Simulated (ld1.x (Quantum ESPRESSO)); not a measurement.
Re (Z = 75): PAW pseudisation with PBE, scalar-relativistic reference atom.

* Element: Re
* Generator: ld1.x (Quantum ESPRESSO) 7.5
* Type: PAW
* Functional: PBE
* Relativity: scalar-relativistic
* Frozen core: [Xe] 4f14
* Valence charge: 7
* Reference configuration: 5d5 6s1.5 6p0 (charge +0.5)
* Partial waves: 6s (bound): rcut 2.10, rcutus 2.60 bohr; 6s channel at 0.05 Ry: rcut 2.10, rcutus 2.60 bohr; 6p (bound, empty): rcut 2.46, rcutus 3.02 bohr; 6p channel at 0.05 Ry: rcut 2.46, rcutus 3.02 bohr; 5d (bound): rcut 1.78, rcutus 1.96 bohr; 5d channel at 0.3 Ry: rcut 1.78, rcutus 1.96 bohr
* Local potential: all-electron potential smoothed inside 2.10 bohr (lloc = -2)
* Core correction: Bessel-smoothed model core, default radius (core density twice the valence density)
* Augmentation charge: PSQ, inside the norm-conserving radii

**Question.** Does the generator finish with these settings?

**Answer.** Yes, a potential is produced and its reference levels are reproduced.

**Question.** Estimate the cutoffs (Ry, on a coarse ladder) from which the occupation-weighted sum of valence levels, in a spherical-Bessel basis at the reference potential, stays within 10 and 1 mRy of its value at 400 Ry.

**Answer.** 25 Ry and 40 Ry.

**Question.** Does the potential have ghost states?

**Answer.** No extra level below or beside the all-electron valence levels (s, p, d, f tested).

**Question.** Is the overlap operator S = 1 + Σ q|β⟩⟨β| positive definite (Bessel basis up to 400 Ry)?

**Answer.** Yes: its lowest eigenvalue is 0.41 (s channel).

**Question.** Which valence shell sets the plane-wave cutoff?

**Answer.** 5d: its level needs 30 Ry to come within 1 mRy, against 6 Ry for 6s.

**Question.** Tests: 5d5 6s2 6p0; 5d5 6s1 6p0; 5d5 6s0 6p0; 5d4 6s0 6p0; 5d5.5 6s1.5 6p0; 5d5 6s1 6p1; 5d6 6s1 6p0. Which has the largest error in its energy relative to the reference configuration, and how large is it?

**Answer.** 5d4 6s0 6p0, with -153 meV (all-electron minus pseudo) on +48.92 eV.
